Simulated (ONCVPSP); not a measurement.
# H (Z = 1): one change to an ONCV potential, before and after

```
Element                 : hydrogen (H)
Generator               : ONCVPSP 4.0.1
Type                    : optimised norm-conserving Vanderbilt (ONCV)
Functional              : PBE
Relativity              : scalar-relativistic
Frozen core             : none
Valence charge          : 1
Reference configuration : 1s1
Partial waves           : 1s: rc 1.35 bohr, ncon 4, nbas 7, qcut 6 1/bohr, 2 projectors, debl 1.3 Ha; p scattering state at 0.46 Ha: rc 1.25 bohr, ncon 3, nbas 6, qcut 7.3 1/bohr, 2 projectors, debl 2.2 Ha
Local potential         : polynomial inside 1.15 bohr (lpopt 5, dvloc0 0 Ha)
Core correction         : none
```

Change: s: rc 0.92; local potential polynomial inside 0.92 bohr (lpopt 5, dvloc0 0 Ha).

Cutoffs: the cutoffs (Ha) at which the residual kinetic energy of the hardest occupied pseudo-wave falls to 1 and 0.1 mHa per electron; they do not see the model core or the augmentation charge, which bear on the density cutoff. Errors are all-electron minus pseudo energies relative to the spin-unpolarised reference configuration.

Question: Predict the effect on cutoff, ghosts and configuration errors.

Answer: The potential gets harder (13 Ha and 17 Ha → 19 Ha and 105 Ha); neither file shows a bound ghost. A smaller radius makes the pseudo-wave follow the all-electron one further in, where it bends more sharply, so more plane waves are needed.

```tsv
quantity	base	changed
cutoff, loose	13 Ha	19 Ha
cutoff, tight	17 Ha	105 Ha
bound ghosts	none	none
GHOST(+) flags under 300 eV	none	none
error for 1s0.5, meV [ΔE 4.76 eV]	+3.2	+0.8
p: phases at 1.27 bohr within 0.05 rad from the reference energy up to (Ha; the scan ends near 5)	to the end of the scan	to the end of the scan
```
